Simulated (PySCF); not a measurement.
Bonds (- single, = double, # triple, : aromatic): C1-Si2, Si2-Si3, Si3-N4, Si3-O5, Si3-N6, N6-Si7, N6-Si8. C1 carries H9, H10, H11; Si2 carries H12, H13; N4 carries H14, H15; O5 carries H16; Si7 carries H17, H18, H19; Si8 carries H20, H21, H22. Stereochemistry as in C[SiH2][Si@](N)(O)N([SiH3])[SiH3]. H12 is pro-R; H13 is pro-S.

- GFN2-xTB geometry
- NMR shieldings at PBE0/pcSseg-1/GIAO
- program: PySCF 2.14.0 with density-fitted response routines
- non-relativistic, equivalent nuclei averaged, one computed conformer, in vacuum

δ = σ(ref) − σ, references computed at the same level: $^{13}$C (σ = 186.93 ppm) and $^{1}$H (σ = 31.72 ppm) and $^{29}$Si (σ = 349.16 ppm) against TMS; $^{15}$N (σ = 267.73 ppm) against NH3; H2O for $^{17}$O (σ = 336.08 ppm).

| atoms | nucleus | count | δ (ppm) |
| --- | --- | --- | --- |
| Si7/Si8 | $^{29}$Si | 2 | -57.7 |
| H17/H18/H19/H20/H21/H22 | $^{1}$H | 6 | 4.70 |
| N6 | $^{15}$N | 1 | ? |
| C1 | $^{13}$C | 1 | -9.5 |
| H16 | $^{1}$H | 1 | 2.20 |
| Si3 | $^{29}$Si | 1 | -15.2 |
| N4 | $^{15}$N | 1 | 42.9 |
| Si2 | $^{29}$Si | 1 | ? |
| H13 | $^{1}$H | 1 | 3.70 |
| H14/H15 | $^{1}$H | 2 | ? |
| H9/H10/H11 | $^{1}$H | 3 | 0.09 |
| H12 | $^{1}$H | 1 | ? |
| O5 | $^{17}$O | 1 | 65.9 |

Estimate the values marked ?.

Answers


- H12: 3.94 ppm, hydrogen on a silicon bonded to C, Si
- H14/H15: 0.91 ppm, hydrogen on a nitrogen bonded to Si; exchangeable, gas-phase position
- Si2: -87.9 ppm, silicon bonded to C, Si, 2 H
- N6: 17.2 ppm, nitrogen bonded to 3 Si

OH/NH shifts are gas-phase values; hydrogen bonding in solution moves them, usually downfield. Shifts are as computed. Against solution values, carbons near 30 ppm lie about +3 ppm off and those near 130 ppm about +5 ppm. Of 1211 compounds with measured shifts, 218 miss one by over three times the rms of a fit or turn the order of signals round; such compounds aren't used in these exercises. Experimental scales use liquid or dissolved standards, which lie at an offset from isolated NH3 (liquid NH3: subtract about 20 ppm) and H2O (liquid H2O: subtract about 36 ppm).
